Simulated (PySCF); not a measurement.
A PySCF script (with the pyscf-properties extension) for the NMR shieldings of SMILES [BH3-][P@+](C)(C#CC)C=C, C6H12BP, on a GFN2-xTB geometry:

```python
import basis_set_exchange as bse
import numpy as np
from pyscf import gto, dft
from pyscf.prop import nmr

atoms = """
B    -1.260801   -1.422932    1.715085
P    -0.801292   -0.427882    0.132256
C    -1.244487   -1.257185   -1.447915
C     0.897566   -0.049917   -0.104820
C     2.088591    0.138524   -0.120623
C     3.507972    0.390509   -0.191829
C    -1.610643    1.179294   -0.060203
C    -1.003512    2.348738    0.057040
H    -0.923542   -0.752073    2.638556
H    -0.653667   -2.444366    1.613633
H    -2.444073   -1.560027    1.629275
H    -0.958066   -0.653550   -2.307366
H    -0.737638   -2.219839   -1.486612
H    -2.320187   -1.428062   -1.455831
H     3.969986    0.161333    0.768184
H     3.691886    1.437033   -0.434621
H     3.959314   -0.236196   -0.960508
H    -2.684199    1.112533   -0.198822
H    -1.539390    3.282675   -0.004666
H     0.061032    2.412068    0.216752
"""
names = dict.fromkeys(["B", "P", "C", "H"], "pcSseg-1")
basis = {el: gto.basis.parse(bse.get_basis(n, elements=[el], fmt="nwchem")) for el, n in names.items()}
mol = gto.M(atom=atoms, basis=basis, charge=0, verbose=0)
mf = dft.RKS(mol, xc="PBE0")
mf.grids.level = 2
mf.grids.alignment = dft.numint.BLKSIZE   # the property module wants whole blocks of grid points
mf.conv_tol = 1e-9
mf.kernel()

calc = nmr.RKS(mf)   # GIAO
C = mf.mo_coeff
Co = C[:, mf.mo_occ > 0]
resp = mf.gen_response(singlet=True, hermi=2)
def vind(x):   # induced exchange potential for any number of trial vectors
    d = np.einsum("pi,xij,qj->xpq", C, 2 * x.reshape(-1, C.shape[1], Co.shape[1]), Co, optimize=True)
    return np.einsum("xpq,pi,qj->xij", resp(d - d.transpose(0, 2, 1)), C, Co, optimize=True).ravel()
mo1, _ = nmr.rhf.solve_mo1(calc, with_cphf=vind)
sigma = calc.kernel(mo1)
for i, s in enumerate(sigma):   # ppm
    w = np.linalg.eigvalsh((s + s.T) / 2)
    print("%2d %-2s iso %8.1f  s11 %8.1f  s22 %8.1f  s33 %8.1f" % (i, mol.atom_pure_symbol(i), w.mean(), *w))
```

Q: What are the results?

A: 
```
 0 B  iso    144.9  s11    138.0  s22    140.6  s33    156.1
 1 P  iso    330.4  s11    273.9  s22    340.0  s33    377.2
 2 C  iso    168.2  s11    157.1  s22    160.7  s33    186.9
 3 C  iso    109.6  s11     20.9  s22     30.2  s33    277.6
 4 C  iso     69.3  s11    -23.8  s22    -10.6  s33    242.3
 5 C  iso    180.9  s11    172.2  s22    172.7  s33    197.8
 6 C  iso     45.6  s11    -70.4  s22     52.1  s33    155.1
 7 C  iso     49.8  s11    -69.6  s22     48.9  s33    170.2
 8 H  iso     30.8  s11     27.5  s22     29.6  s33     35.2
 9 H  iso     30.7  s11     27.8  s22     29.3  s33     35.2
10 H  iso     30.9  s11     27.7  s22     29.4  s33     35.6
11 H  iso     30.2  s11     25.9  s22     28.3  s33     36.3
12 H  iso     30.1  s11     26.2  s22     27.8  s33     36.2
13 H  iso     30.4  s11     26.2  s22     27.7  s33     37.2
14 H  iso     29.4  s11     24.3  s22     27.7  s33     36.2
15 H  iso     29.5  s11     24.2  s22     28.0  s33     36.4
16 H  iso     29.5  s11     24.3  s22     27.8  s33     36.4
17 H  iso     25.4  s11     23.7  s22     24.4  s33     28.2
18 H  iso     25.4  s11     22.6  s22     24.5  s33     29.0
19 H  iso     25.3  s11     22.0  s22     24.0  s33     29.8
```

These numbers come from an equivalent density-fitted implementation of the same equations, which agrees with the script to about 0.01 ppm for H and up to a few tenths of a ppm for heavy atoms, so last digits may differ.

Size and cost of the density-fitted run: 203 basis functions, roughly 2.2 core-minutes.
